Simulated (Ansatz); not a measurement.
**Which isomer of BCl3H2Si gives these data?**

These gas-phase data were calculated for one isomer of BCl3H2Si at PBE0-D4/def2-SVP (harmonic, unscaled wavenumbers; equilibrium rotational constants with average atomic masses):

| Property | Result |
| --- | --- |
| rotational constants | 2.195, 1.239, 0.8922 GHz |
| all wavenumbers above 1500 cm⁻¹ | 2653, 2261 |

Candidates:

(1) `ClB[SiH](Cl)Cl`, a singlet
(2) `B[Si](Cl)(Cl)Cl`, a singlet
(3) `Cl[SiH2]B(Cl)Cl`, a singlet

Assign the data to one candidate and say why.

Candidate (1). The band at 2653 cm⁻¹ lies where the B–H stretch is expected; (3) has no mode between 2350 and 2900 cm⁻¹. The band at 2261 cm⁻¹ lies where the Si–H stretch is expected; (2) has no mode between 2000 and 2380 cm⁻¹.

The same quantities for all candidates:

```tsv
	rotational constants (GHz)	wavenumbers above 1500 cm⁻¹	E above the lowest, PBE0-D4/def2-SVP (kcal/mol)
(1)	2.195, 1.239, 0.8922	2653, 2261	2.6
(2)	1.743, 1.71, 1.264	2724, 2609	5.0
(3)	2.83, 1.051, 0.7734	2242, 2237	0.0
```

Harmonic stretches to hydrogen usually lie a few per cent above observed fundamentals. Each candidate is one conformer. Programs: Ansatz 0.2.0.
